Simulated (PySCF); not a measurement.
BiBr2, charge +1, multiplicity 1. Atoms are numbered in the order given.

```xyz
3

Bi     0.0000     0.0000     0.7371
Br     0.0000    -1.9710    -0.8740
Br     0.0000     1.9710    -0.8740
```
Charge +1, spin multiplicity 1.

Geometry optimised at B3LYP-D3(BJ)/def2-SVP. The multiplicity is an assumed one; other spin states were not compared. The isomer is the one that the SMILES or the coordinates give; other isomers of the formula were not compared. The def2 effective core potentials stand for the cores of Bi; spin–orbit coupling is left out.

Level of theory: PySCF 2.14.0 with TDA-LC-ωPBE/def2-SVPD.

Vertical excitations. Isolated molecule, no solvent. State labels are in the subgroup C2v.

Computed excitation energies, oscillator strengths and character:
```json
[
 {"state": "S1", "symmetry": "B1", "energy (eV)": "3.02", "λ (nm)": "411", "f": "0.002", "main pairs": "HOMO−1→LUMO 98 %"},
 {"state": "S2", "symmetry": "A2", "energy (eV)": "3.04", "λ (nm)": "408", "f": "0.000", "main pairs": "HOMO→LUMO 99 %"},
 {"state": "S3", "symmetry": "B2", "energy (eV)": "3.73", "λ (nm)": "332", "f": "0.051", "main pairs": "HOMO−2→LUMO 88 %"},
 {"state": "S4", "symmetry": "B1", "energy (eV)": "4.28", "λ (nm)": "290", "f": "0.004", "main pairs": "HOMO−4→LUMO 98 %"},
 {"state": "S5", "symmetry": "A1", "energy (eV)": "4.43", "λ (nm)": "280", "f": "0.012", "main pairs": "HOMO−3→LUMO 84 %"},
 {"state": "S6", "symmetry": "A2", "energy (eV)": "4.97", "λ (nm)": "250", "f": "0.000", "main pairs": "HOMO−5→LUMO 98 %"},
 {"state": "S7", "symmetry": "B2", "energy (eV)": "5.12", "λ (nm)": "242", "f": "0.006", "main pairs": "HOMO→LUMO+1 66 %, HOMO−1→LUMO+2 29 %"},
 {"state": "S8", "symmetry": "A2", "energy (eV)": "5.22", "λ (nm)": "238", "f": "0.000", "main pairs": "HOMO−2→LUMO+1 89 %"},
 {"state": "S9", "symmetry": "A1", "energy (eV)": "5.27", "λ (nm)": "235", "f": "0.024", "main pairs": "HOMO−1→LUMO+1 57 %, HOMO→LUMO+2 29 %"},
 {"state": "S10", "symmetry": "B1", "energy (eV)": "5.58", "λ (nm)": "222", "f": "0.005", "main pairs": "HOMO−2→LUMO+2 54 %, HOMO−3→LUMO+1 43 %"},
 {"state": "T1", "symmetry": "B1", "energy (eV)": "2.52", "λ (nm)": "492", "f": "0", "main pairs": "HOMO−1→LUMO 88 %"},
 {"state": "T2", "symmetry": "B2", "energy (eV)": "2.86", "λ (nm)": "434", "f": "0", "main pairs": "HOMO−2→LUMO 98 %"},
 {"state": "T3", "symmetry": "A2", "energy (eV)": "2.88", "λ (nm)": "431", "f": "0", "main pairs": "HOMO→LUMO 98 %"},
 {"state": "T4", "symmetry": "A1", "energy (eV)": "3.29", "λ (nm)": "377", "f": "0", "main pairs": "HOMO−3→LUMO 98 %"}
]
```
Triplets are in the Tamm–Dancoff approximation.
